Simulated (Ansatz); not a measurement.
Ideal-gas functions of BClH$_{5}$NSi, SMILES `BN[SiH2]Cl` at 500 K and 1 bar, from an Ansatz frequency run at PBE0-D4/def2-TZVP.

Molar mass 93.4 g/mol, point group C1 (symmetry number 1), electronic degeneracy 1, moments of inertia 44.975, 221.804, 242.941 u Å². Harmonic wavenumbers (cm⁻¹, unscaled): 59, 190, 277, 357, 545, 608, 730, 757, 813, 888, 941, 976, 1020, 1169, 1276, 1399, 2256, 2289, 2577, 2663, 3591.

Use S(trans) = R[1.5 ln M + 2.5 ln T − 1.1517]; rotational temperatures θ = 24.2544 K / I; S(rot) = R[ln(√π/σ · √(T³/θAθBθC)) + 1.5]; for each mode x = 1.438777 ν̃/T, S = R[x/(eˣ − 1) − ln(1 − e⁻ˣ)] and H = RT x/(eˣ − 1); 1 cm⁻¹ = 0.0119627 kJ/mol; R = 8.31446 J/(mol·K).

Problem. By hand: the entropy, in J/(mol·K).

Solution. Translation 176.2. Rotation: θ = 0.5393, 0.1094, 0.0998 K, giving 116.1. Vibration, mode by mode: 23.07, 13.44, 10.42, 8.45, 5.38, 4.65, 3.52, 3.31, 2.92, 2.46, 2.18, 2.02, 1.82, 1.30, 1.01, 0.76, 0.09, 0.09, 0.04, 0.03, 0.00, in all 87.0. Electronic 0.0. Sum 379.3 J/(mol·K).

Problem. By hand: H − E and G − E in kJ/mol, counted from the electronic energy.

Solution. Zero-point energy ½ × 25381 × 0.0119627 = 151.8; thermal vibration 23.1; translation, rotation and pV give 4 RT = 16.6. H − E = 191.5 kJ/mol, and G − E = 191.5 − 500 × 379.3/1000 = 1.9 kJ/mol.

Vibration gives 23 % of the entropy, 23.1 J/(mol·K) of it from the mode under 150 cm⁻¹: soft modes count most, and the harmonic formula is weakest for them. The sum counts one conformer and one mirror image; others add a mixing term.
